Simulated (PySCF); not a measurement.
5-fluorocyclopenta-1,3-diene (C5H5F), SMILES FC1C=CC=C1. The structure is a stationary point at B3LYP-D3(BJ)/def2-SVP. Other conformers were not sampled.

Calculation: PySCF 2.14.0 with B3LYP-D3(BJ)/def2-SVP.

Harmonic wavenumbers (cm⁻¹): 190, 332, 551, 556, 684, 722, 796, 847, 894, 971, 977, 992, 1050, 1070, 1089, 1172, 1249, 1312, 1323, 1389, 1600, 1668, 2972, 3203, 3213, 3236, 3239. Rotational constants (GHz): 7.495, 3.528, 2.560; symmetry number 1.

Problem. Work out the zero-point energy and the ideal-gas rigid-rotor harmonic-oscillator thermochemistry at 298.15 K and 1 atm.

Solution. ZPE = ½ Σ hcν = ½ × 37297 cm⁻¹ = 223.08 kJ/mol. H − E(el) = 238.33 kJ/mol. Entropy in J/(mol K): translation 164.02, rotation 108.64, vibration 26.65, total 299.31. G − E(el) = 149.09 kJ/mol. Cp = 83.98 J/(mol K).
